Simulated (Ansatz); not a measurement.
Mulliken charges of CH5GaO2 (`[CH3][Ga]([OH])[OH]`) from PBE/def2-TZVPP in Ansatz (PBE0-D4/def2-TZVP geometry).

| atom | x (Å) | y (Å) | z (Å) | charge (e) |
| --- | --- | --- | --- | --- |
| C1 | -1.157 | 0.872 | 0.199 | -0.404 |
| Ga2 | 0.457 | -0.189 | -0.048 | 0.484 |
| O3 | 2.083 | 0.533 | 0.059 | -0.388 |
| O4 | 0.550 | -1.944 | -0.398 | -0.376 |
| H5 | -1.741 | 0.488 | 1.038 | 0.106 |
| H6 | -0.894 | 1.911 | 0.397 | 0.121 |
| H7 | -1.782 | 0.828 | -0.695 | 0.106 |
| H8 | 2.781 | -0.111 | -0.085 | 0.183 |
| H9 | -0.297 | -2.388 | -0.468 | 0.167 |

Q: By hand: the dipole of these point charges (1 e Å = 4.8032 D).

A: Σ q r = (-0.349, 0.032, 0.014) e Å, of length 0.351 e Å = 1.69 D.

Q: How does the dipole of the full density compare? (An estimate is asked.)

A: The calculation gave: (-0.434, -0.067, -0.004) e Å, 2.11 D; the point charges give 0.80 times that, at 14° from its direction.

Point charges leave out the atoms' own dipoles, such as those of lone pairs, and Mulliken's split depends on the basis, so the two needn't agree.
